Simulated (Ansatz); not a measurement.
The cluster Nb₂O₂⁺ was relaxed with r2SCAN-D4 (def2-TZVP) in Ansatz in these states: charge +1 doublet, charge +1 quartet. The geometries follow in no particular order.

In the def2 sets Nb takes a core potential; there is no spin–orbit coupling.

A:

Cartesian coordinates in Å:
```
Nb 0.293 -1.393 0.553
Nb 1.224 0.903 -0.123
O -0.225 1.560 -0.602
O -1.292 -1.070 0.172
```

B:

```xyz
4

Nb   -0.481   -0.920   -1.297
Nb   -1.031    0.236    1.282
O     0.458    0.968    1.403
O     1.053   -0.284   -1.387
```

Problem. Judge from the bond lengths which geometry belongs to which state (an estimate).

Solution. A is the charge +1 doublet (Nb1–Nb2 2.569 Å, Nb1–O4 1.662 Å, Nb2–O3 1.662 Å); B is the charge +1 quartet (Nb1–Nb2 2.879 Å, Nb1–O4 1.663 Å, Nb2–O3 1.663 Å).

At PBE0-D4/def2-TZVP a doublet lies 0.14 eV below the charge +1 quartet. These are the stationary points nearest to one start from a short search; other shapes may lie lower in each state.
